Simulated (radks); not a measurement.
Problem. The mean radii <r> (bohr) of the occupied orbitals of an atom or ion are listed with their occupations. All-electron calculation, scalar-relativistic Kohn-Sham, B86b exchange with PBE correlation, spin-polarised, spherical densities, finite nucleus; Fermi nuclear charge, rms radius of each element as measured or else 0.836 A^(1/3) + 0.57 fm. Program: a radial shooting solver on a logarithmic mesh with Libxc functionals.

orbital  occ.      <r>
1s up       1  0.02905
1s down     1  0.02905
2s up       1   0.1255
2s down     1   0.1255
2p up       3   0.1096
2p down     3   0.1096
3s up       1   0.3393
3s down     1   0.3393
3p up       3   0.3377
3p down     3   0.3377
3d up       5   0.3146
3d down     5   0.3146
4s up       1   0.8185
4s down     1   0.8180
4p up       3   0.8852
4p down     3   0.8840
4d up       5    1.084
4d down     5    1.077
5s up       1    2.117

Name the element and its charge. Open shells, if any, are filled with parallel spins first.

Solution. Z = 50, tin, charge +3: Sn3+ in [Kr] 4d10 5s1. The 1s radius gives Z: for a bare nucleus <r> = (2 gamma + 1)/(2Z) with gamma = sqrt(1 - (Z/c)^2), 0.02862 bohr for Z = 50, and screening makes it slightly larger (0.02905 here). The occupations add up to 47, and the charge is Z minus that.
